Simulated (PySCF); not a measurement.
# TPSS on Be²⁺ (beryllium, charge +2)

Configuration: 1s2, closed-shell 1S. Computed with PySCF 2.14 in cc-pVTZ, with no relativity, point nucleus.

```json
{
  "Total energy": "-13.6621 hartree",
  "One-electron energy": "-15.8820 hartree",
  "Hartree (Coulomb) energy": "4.5420 hartree",
  "Exchange-correlation energy": "-2.3221 hartree",
  "Kinetic energy": "13.55626 hartree",
  "⟨S²⟩": "0.0000",
  "⟨L²⟩": "0.000",
  "Sum of ⟨r⟩": "0.8311 bohr",
  "Sum of ⟨r²⟩": "0.4679 bohr²",
  "Density at the nucleus (Gaussians lack the cusp)": "33.3 bohr⁻³",
  "Langevin diamagnetic susceptibility": "-0.371 ×10⁻⁶ cm³/mol",
  "Time after the integrals": "0.09 s of wall time on 1 thread of Intel(R) Xeon(R) 6975P-C (shared host)"
}
```

| shell | electrons | mean orbital energy (eV) | rms radius, mean of both spins (bohr) |
| --- | --- | --- | --- |
| 1s | 2 | -133.90 | 0.484 |
